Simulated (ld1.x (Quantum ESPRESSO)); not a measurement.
What one change does to a pseudopotential (gadolinium (Gd), TM semilocal)

ld1.x (Quantum ESPRESSO) 7.5 input, shortened:

```
&input
   title='Gd', zed=64., rel=1, dft='WC', iswitch=3,
   config='[Xe] 4f7 5d1 6s0 6p0'
 /
 &inputp
   pseudotype=1, tm=.true., lloc=0,
   nlcc=.false.
 /
3
6P  2  1   0.00   0.00  3.55  3.55  0.0
5D  3  2   1.00   0.00  2.15  2.15  0.0
6S  1  0   0.00   0.00  2.90  2.90  0.0
 &test
   configts(1)='5d1 6s0 6p0'
 /
```

All-electron outer shells of the reference configuration (Wu–Cohen, scalar-relativistic, ld1.x):

| shell | level (eV) | outermost node (bohr) | outermost maximum (bohr) |
| --- | --- | --- | --- |
| 4f | -22.49 | – | 0.56 |
| 5d | -15.13 | 0.79 | 1.88 |
| 6s | -14.85 | 1.58 | 3.05 |
| 6p | -10.56 | 1.87 | 3.78 |

Change: functional PBE.

Cutoffs: the cutoffs (Ry, on a coarse ladder) from which the occupation-weighted sum of valence levels, in a spherical-Bessel basis at the reference potential, stays within 10 and 1 mRy of its value at 400 Ry; they do not see the model core or the augmentation charge, which bear on the density cutoff. Errors are all-electron minus pseudo energies relative to the spin-unpolarised reference configuration.

Task: How do hardness, ghosts and transferability respond?

Result: The potential gets neither clearly harder nor softer (15 Ry and 18 Ry → 15 Ry and 18 Ry); of the 7 tests that both files solve, the error grows in 3 and shrinks in 1 by more than 15 % and 0.3 meV (median size 544.8 → 571.4 meV); neither file shows a bound ghost. A semilocal file is local in each channel, so a ghost entry of none says nothing of the separable form that plane-wave codes build from it.

| quantity | base | changed |
| --- | --- | --- |
| cutoff, loose | 15 Ry | 15 Ry |
| cutoff, tight | 18 Ry | 18 Ry |
| bound ghosts | none | none |
| error for 5d1 6s2 6p0, meV [ΔE -18.66 → -18.74 eV] | +630 | +757 |
| error for 5d1 6s1 6p0, meV [ΔE -11.98 → -12.10 eV] | +338 | +334 |
| error for 5d1 6s1.5 6p0, meV [ΔE -15.96 → -16.07 eV] | +502 | +562 |
| error for 5d0 6s2 6p1, meV [ΔE -16.80 → -16.93 eV] | +906 | +1098 |
| error for 5d1 6s1 6p1, meV [ΔE -15.74 → -15.88 eV] | +545 | +571 |
| error for 5d0 6s2 6p0, meV [ΔE -12.57 → -12.70 eV] | +746 | +882 |
| error for 5d1 6s0 6p1, meV [ΔE -8.38 → -8.52 eV] | +280 | +209 |
| s: phases at 3.85 bohr within 0.05 rad from the reference energy up to (Ry; the scan ends near 5) | 0.3 | 0.3 |
| p: phases at 3.85 bohr within 0.05 rad from the reference energy up to (Ry; the scan ends near 5) | 0.5 | 0.5 |
| d: phases at 3.85 bohr within 0.05 rad from the reference energy up to (Ry; the scan ends near 5) | 3.5 | 3.5 |
